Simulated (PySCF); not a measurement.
Isomers of C4H3N3, one GFN2-xTB conformer each. Single-point energies are computed at PBE0/pcSseg-1 (PySCF, gas phase, no added dispersion term), electronic only.

Question: Rank them by PBE0/pcSseg-1 energy, lowest first (kJ/mol).
A. `N#CC1=CC=NN1`
B. `C#Cc1cnn[nH]1`
C. `N#Cc1cn[nH]c1`

Answer: C (0.0), A (12.1), B (201.4).

As drawn, the lowest has a C≡N group, which the highest lacks; the highest has a C≡C bond, which the lowest lacks. GFN2-xTB itself gives, in the same order: 0.0, 4.4, 121.9. Both levels put the same isomer lowest; measured from each level's own lowest isomer, the values differ by up to 79.5 kJ/mol (C#Cc1cnn[nH]1: 121.9 against 201.4).

Q: Which frontier levels, dipoles and rotational constants go with these structures?

A: 
```csv
SMILES,"HOMO (eV, PBE0/pcSseg-1)",LUMO (eV),dipole (D),"A, B, C (MHz)"
N#Cc1cn[nH]c1,-7.88,-0.79,4.79,"9628, 1976, 1639"
N#Cc1ccn[nH]1,-7.95,-1.39,2.13,"9558, 2031, 1675"
C#Cc1cnn[nH]1,-7.45,-1.22,4.13,"10056, 2004, 1671"
```
